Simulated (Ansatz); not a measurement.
Input file for Ansatz (a first-principles code): R-CCSD(T)/def2-TZVPP on H4SSiTe (SMILES [SiH3][Te]S), a point of a torsion scan. Elements past Kr take the def2 small-core potentials; no spin–orbit coupling. The run froze 19 orbitals, filled d shells among them.

Ansatz 0.2 input:
```yaml
crystal:
  periodic: [false, false, false]
  atoms:
    - {symbol: Si, position_ang: [-1.20745668, -0.13319607, 0.03146882]}
    - {symbol: Te, position_ang: [0.64264106, 1.55287484, -0.26487684]}
    - {symbol: S, position_ang: [1.57017749, 0.53371913, -2.23656535]}
    - {symbol: H, position_ang: [-1.11036798, -1.11877496, -1.03407956]}
    - {symbol: H, position_ang: [-2.48934779, 0.56228066, -0.01144603]}
    - {symbol: H, position_ang: [-1.05766535, -0.77178978, 1.33662973]}
    - {symbol: H, position_ang: [2.54457666, -0.14862416, -1.65212632]}
basis:
  gaussian:
    orbitals: def2-TZVPP
magnetization: {spin_polarized: false}
correlation: {method: ccsd_t, electrons: outside_noble_gas}
scf: {lower_state_search: off}
```

The log:

```
WARN ansatz: RAYON_NUM_THREADS=2 ignored (pool sized by the plan → 2); use --threads N
Functional definition: HF
these checks for a lower state are left out or cut short: stability, starts, cluster_reference, orbital_swaps, neighbouring_geometries, increment
integrals: 0.69 GiB planned
1259 factors; integrals over basis functions are off by at most 6.9e-4 eV
mean field: 0.80 GiB planned
mean field evaluation 1: about -26008.3901 eV, gradient 1.5e1 eV
mean field evaluation 2: about -26008.6270 eV, gradient 1.6e1 eV
mean field evaluation 4: about -26009.8099 eV, gradient 2.6e0 eV
mean field evaluation 8: about -26009.8376 eV, gradient 1.5e-1 eV
mean field -26009.83781355 eV, -955.8439095465 hartree, gradient 4.1e-6 eV, S^2 0.000000; 0 other end points of the search recorded, 0 dependent functions left out
19 core orbitals not correlated
reference -26009.83781355 eV, -955.8439095465 hartree; 10, 10 occupied and 161, 161 virtual orbitals, 1259 factors
second order -11.89406185 eV of doubles, -0.00000000 eV of singles
coupled cluster: 1.90 GiB planned
cycle   1  -12.86756712 eV  change   -9.7e-1 eV  update   8.9e-2
cycle   2  -13.27965394 eV  change   -4.1e-1 eV  update   2.8e-2
cycle   3  -13.33310079 eV  change   -5.3e-2 eV  update   1.1e-2
cycle   4  -13.32843184 eV  change    4.7e-3 eV  update   3.4e-3
cycle   5  -13.32733108 eV  change    1.1e-3 eV  update   1.4e-3
cycle   6  -13.32715189 eV  change    1.8e-4 eV  update   5.2e-4
cycle   7  -13.32713696 eV  change    1.5e-5 eV  update   2.1e-4
cycle   8  -13.32720624 eV  change   -6.9e-5 eV  update   9.5e-5
cycle   9  -13.32721283 eV  change   -6.6e-6 eV  update   4.6e-5
cycle  10  -13.32718982 eV  change    2.3e-5 eV  update   2.2e-5
perturbative correction -0.57913404 eV, -0.0212827835 hartree
Total energy: -26023.74413741 eV, -956.3549575225 hartree
Checks for a lower state left out: stability, starts, cluster_reference, orbital_swaps, neighbouring_geometries, increment
```

The calculation finished and met its thresholds.

Cost: very roughly 40 core-seconds.
